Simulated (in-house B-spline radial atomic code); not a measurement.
# Solving the quasi-particle equation for 3p of Fe⁸⁺

Configuration [Ne] 3s2 3p6, start LDA VWN5; correlation leaves out the 2 deepest shells. Computed with an all-electron radial atomic-structure program (B-spline basis): all electrons, scalar-relativistic (spin-free one-electron X2C), finite nucleus, each spin shell either full or empty, empty states to l = 9 with an (l + 1/2)⁻⁴ tail; G0W0 by contour deformation at full frequency.

At the mean-field level ε = -220.276 eV the matrix elements are Σx = -53.586 eV, v_xc = -39.705 eV and Σc(ε) = -0.854 eV, and the slope of the correlation self-energy is dΣc/dω = -0.0391. The quasi-particle energy solves E = ε + Σx − v_xc + Σc(E).

(1) What does the linearised equation give?

(2) How does that compare with the full solution and with static screening?

## Answers

(1) Z = 1/(1 − dΣc/dω) = 1/1.0391 = 0.9624. The first-order shift is Σx − v_xc + Σc(ε) = -53.586 − (-39.705) + (-0.854) = -14.735 eV, so E ≈ ε + Z × shift = -220.276 + 0.9624 × (-14.735) = -234.457 eV.

(2) Solving the equation at full frequency dependence gives E = -234.440 eV, where Σc = -0.283 eV and the weight is 0.960; the linearised value is off by 16 meV. Leaving Z out would give -235.011 eV. Static COHSEX puts -4.947 eV in place of Σc and gives -239.104 eV, 4.66 eV deeper.
